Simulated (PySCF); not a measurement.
Pt(Cp)(Me)3, C8H14Pt, singlet (GFN2-xTB optimised geometry):

```
23

Pt    -0.142    -0.197     0.000
C      1.046     1.292     1.330
C      1.037     1.794     0.000
C      1.761     0.888    -0.808
C      2.171    -0.197     0.000
C      1.745     0.068     1.330
H      0.702     1.822     2.205
H      0.712     2.780    -0.296
H      2.036     1.045    -1.840
H      2.854    -0.979    -0.296
H      2.025    -0.500     2.204
C     -0.629    -2.114     0.589
H     -0.615    -2.134     1.682
H      0.152    -2.780     0.212
H     -1.594    -2.487     0.250
C     -0.908    -0.656    -1.858
H     -0.164    -1.270    -2.373
H     -1.029     0.287    -2.399
H     -1.860    -1.184    -1.869
C     -2.044     0.377     0.557
H     -2.219     1.375     0.147
H     -2.062     0.434     1.649
H     -2.854    -0.275     0.234
```

Computed with B3LYP/def2-SVP, def2 effective core potentials past Kr run with PySCF.

Problem. What are the frontier orbital energies and the dipole moment?

Solution. HOMO-2 -7.30 eV, HOMO-1 -6.08 eV, HOMO -6.04 eV, LUMO -0.39 eV, LUMO+1 -0.31 eV; dipole moment 1.51 D.
